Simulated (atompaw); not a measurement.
# palladium (Pd): PAW (atompaw) pseudisation with PBE, scalar-relativistic reference atom.

Input for atompaw 4.2.0.5:

```
Pd 46
GGA-PBE scalarrelativistic loggrid 1500 logderivrange -9 5 351
5 5 4 0 0 0
5 0 1
5 1 0
4 2 9
0 0 0
c
c
c
v
v
c
c
v
v
c
v
2
2.00 1.60 1.45 1.85
n
n
y
2.65
n
custom rrkj gramschmidtortho sinc
bessel
1.70
2.00
1.50
1.95
2.00
1.60
PWSCFOUT
UPFDX 0.0125d0 UPFXMIN -7.d0 UPFZMESH 46.d0
END
```

Command:

```bash
atompaw < Pd.input > Pd.log
```

Output (summary file):

```
[... start of the log left out ...]
   Valence                  :     -511.64402517274635

 PAW parameters:
       lmax =            2
         rc =    2.0106987528628117
        irc =         1074
   rc_shape =    1.6058400823515402
    rc_vloc =    1.4601259717388173
    rc_core =    1.8601465975379832
   Vloc: truncated form - Vps(r)=A.sin(qr)/r for r<rc
   Projector type: RRKJ pseudization + Gram-Schmidt ortho.
   Sinc^2 compensation charge shape zeroed at   1.6058E+00

 Number of basis functions     6
 No.   n  nodes  l      Energy         Cp coeff         Occ
  1    4    3    0   -0.6520597E+01  0.1000000E+01  0.2000000E+01
  2    5    4    0   -0.3200728E+00 -0.3071544E+00  0.1000000E+01
  3    4    2    1   -0.4003358E+01  0.1000000E+01  0.6000000E+01
  4    5    3    1   -0.5821455E-01  0.6811249E+00  0.0000000E+00
  5    4    1    2   -0.4915132E+00  0.1000000E+01  0.9000000E+01
  6  999    2    2    0.2650000E+01  0.7104518E+00  0.0000000E+00

 Eigenvalues of overlap operator (in the basis of projectors):
    1       -2.16838397E-02
    2        9.26981233E-02
    3        1.19275104E+00
    4        3.49139629E+00
    5        4.22031187E+00
    6        2.99404645E+01

The overlap operator has at least one negative eigenvalue!
It might be not positive definite...
Program is stopping.
This probably means that your projectors are too similar
or that your PAW basis is incomplete.
Advice: try to change your input parameters (f.i. : reference energies).
```

The run stopped because the overlap operator built from these waves and projectors is not positive definite.

The run took about 5.7 s on one core of a shared server CPU.
